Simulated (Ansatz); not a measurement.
Start from `N=C1[SiH2]S1` and change one atom or group to get `N=C1S[SiH]1Cl`.

Ansatz, PBE0-D4/def2-TZVP geometries, multiplicity 1. Each molecule was computed in one conformer, which needn't be the lowest.

```json
{"property": "HOMO energy (PBE/def2-TZVPP) / eV", "`N=C1[SiH2]S1`": "-5.96"}
{"property": "LUMO energy (PBE/def2-TZVPP) / eV", "`N=C1[SiH2]S1`": "-1.99"}
{"property": "LUMO energy (B3LYP/def2-TZVPP) / eV", "`N=C1[SiH2]S1`": "-1.21"}
{"property": "ideal-gas entropy at 298 K and 1 bar (rigid rotor, harmonic PBE0-D4/def2-TZVP) / J/(mol·K)", "`N=C1[SiH2]S1`": "296"}
{"property": "HOMO–LUMO gap (PBE0/def2-TZVPP) / eV", "`N=C1[SiH2]S1`": "6.16"}
{"property": "HOMO energy (PBE0/def2-TZVPP) / eV", "`N=C1[SiH2]S1`": "-7.19"}
```

(1) Give the same properties after the change, and the shifts. (Estimate.)

## Answers

(1) Computed: 
```csv
property,`N=C1S[SiH]1Cl`,shift
HOMO energy (PBE/def2-TZVPP) / eV,-6.00,-0.04
LUMO energy (PBE/def2-TZVPP) / eV,-2.34,-0.35
LUMO energy (B3LYP/def2-TZVPP) / eV,-1.58,-0.37
"ideal-gas entropy at 298 K and 1 bar (rigid rotor, harmonic PBE0-D4/def2-TZVP) / J/(mol·K)",329,33
HOMO–LUMO gap (PBE0/def2-TZVPP) / eV,5.84,-0.32
HOMO energy (PBE0/def2-TZVPP) / eV,-7.26,-0.07
```

With PBE0 the HOMO falls by 0.07 eV and the LUMO falls by 0.39 eV, so the gap narrows by about 0.32 eV. PBE moves the HOMO by -0.04 eV and ωB97M-V by -0.09 eV.

B3LYP here is the variant with VWN-RPA as its local correlation; programs differ in this.
